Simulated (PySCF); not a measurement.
Stepwise substitution at one centre (Ga OH-H). Gas-phase values, no solvent. One relaxed conformer stands for each flexible species; it need not be the lowest. Strings in code marks are SMILES.

Level of theory: PySCF with PBE-D3(BJ)/def2-TZVP // CAM-B3LYP-D3(BJ)/def2-TZVP. Excitations are Tamm–Dancoff values on a coarser integration grid. The basis has no diffuse functions, so Rydberg states are missing or too high.

```
species                                                                                 LUMO (eV)  S1 excitation (TDA) (eV)  S1 oscillator strength  S1–T1 gap (TDA) (eV)  HOMO (eV)
--------------------------------------------------------------------------------------  ---------  ------------------------  ----------------------  --------------------  ---------
0 of 3 OH replaced by H (`[OH][Ga]([OH])[OH]`)                                              -1.87                      5.41                   0.000                  0.29          ?
1 of 3 OH replaced by H (`[GaH]([OH])[OH]` (H–O–Ga–O torsion 0°, O–Ga–O–H torsion 0°))          ?                         ?                       ?                  0.45      -7.06
2 of 3 OH replaced by H (`[GaH2][OH]`)                                                      -1.96                      5.33                   0.001                  0.37      -7.14
3 of 3 OH replaced by H                                                                     -2.65                         –                       –                     –      -7.35
```

Problem. Complete the blanks.

Solution. 
- 0 of 3 OH replaced by H (`[OH][Ga]([OH])[OH]`), HOMO (eV): -7.17
- 1 of 3 OH replaced by H (`[GaH]([OH])[OH]` (H–O–Ga–O torsion 0°, O–Ga–O–H torsion 0°)), LUMO (eV): -1.24
- 1 of 3 OH replaced by H (`[GaH]([OH])[OH]` (H–O–Ga–O torsion 0°, O–Ga–O–H torsion 0°)), S1 excitation (TDA) (eV): 5.99
- 1 of 3 OH replaced by H (`[GaH]([OH])[OH]` (H–O–Ga–O torsion 0°, O–Ga–O–H torsion 0°)), S1 oscillator strength: 0.000
